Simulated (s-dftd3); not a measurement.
diisopropyl selenide (C6H14Se), singlet, at a GFN2-xTB geometry; D3(bj) for bp86 (s-dftd3 1.4.0).

The s-dftd3 input:
```
$ s-dftd3 mol.xyz --bj bp86 --json dftd3.json --noedisp --grad

# file mol.xyz
21

C      1.86446653     1.29407804     0.80317924
C      1.50690558    -0.17259937     0.65139770
C      2.68489215    -0.99790827     0.16360737
Se    -0.00341687    -0.41315183    -0.64432887
C     -1.48670476     0.35052891     0.47190419
C     -1.91146264     1.70546761    -0.06583612
C     -2.64416304    -0.63203627     0.51247011
H      2.19116429     1.70310963    -0.15088233
H      2.67491464     1.40507664     1.52279648
H      1.01422512     1.87378939     1.15742322
H      1.13115908    -0.57491929     1.59824306
H      2.40312917    -2.04381665     0.05518323
H      3.50766455    -0.92945013     0.87370971
H      3.02915302    -0.63217163    -0.80266792
H     -1.04753119     0.45505650     1.46887565
H     -1.06670254     2.38915777    -0.11779913
H     -2.32805585     1.59998211    -1.06575793
H     -2.67131268     2.14223315     0.58145157
H     -2.31920383    -1.59481014     0.90161164
H     -3.04810621    -0.78347580    -0.48724072
H     -3.43792651    -0.24778338     1.15189977
```

Problem. Predict the main parts of the log of this s-dftd3 run.

Solution. 
```
-----------------------------------
 s i m p l e   D F T - D 3  v1.4.0
-----------------------------------

Rational (Becke-Johnson) damping: bp86-D3(BJ)
---------------------
  s6         1.0000
  s8         3.2822
  s9         0.0000
  a1         0.3946
  a2         4.8516
 alp        14.0000
--------------------

Dispersion energy:      -3.1841620485454E-02 Eh

Gradient norm:           1.8302167168905E-03 Eh/a0
--------------------------------------------------
     #    Z           dE/dx      dE/dy      dE/dz
--------------------------------------------------
     1    6 C     4.477E-04  2.749E-04  1.563E-04
     2    6 C     4.094E-04 -1.190E-04  5.746E-05
     3    6 C     3.256E-04 -2.364E-04 -3.361E-05
     4   34 Se    5.079E-06 -5.588E-04 -7.082E-04
     5    6 C    -4.399E-04 -1.590E-05 -1.375E-05
     6    6 C    -3.888E-04  3.517E-04 -1.075E-04
     7    6 C    -3.863E-04 -2.130E-04  6.575E-05
     8    1 H     2.197E-04  2.422E-04 -2.091E-05
     9    1 H     1.835E-04  1.934E-04  1.593E-04
    10    1 H     1.821E-04  2.658E-04  1.659E-04
    11    1 H     1.321E-04 -9.315E-05  1.587E-04
    12    1 H     1.631E-04 -2.103E-04 -1.327E-05
    13    1 H     2.448E-04 -1.254E-04  6.155E-05
    14    1 H     2.207E-04 -1.026E-04 -1.033E-04
    15    1 H    -1.478E-04  3.732E-06  1.467E-04
    16    1 H    -1.606E-04  3.222E-04 -5.856E-05
    17    1 H    -1.577E-04  2.043E-04 -1.342E-04
    18    1 H    -1.776E-04  2.459E-04  4.088E-05
    19    1 H    -2.037E-04 -2.045E-04  9.284E-05
    20    1 H    -2.269E-04 -1.398E-04 -3.588E-05
    21    1 H    -2.444E-04 -8.527E-05  1.238E-04
--------------------------------------------------

Virial:
--------------------------------------------------
      component           x          y          z
--------------------------------------------------
          x       2.105E-02 -1.352E-03  9.870E-04
          y      -1.352E-03  1.040E-02  7.199E-04
          z       9.870E-04  7.199E-04  3.984E-03
--------------------------------------------------

[Info] JSON dump of results written to 'dftd3.json'
```
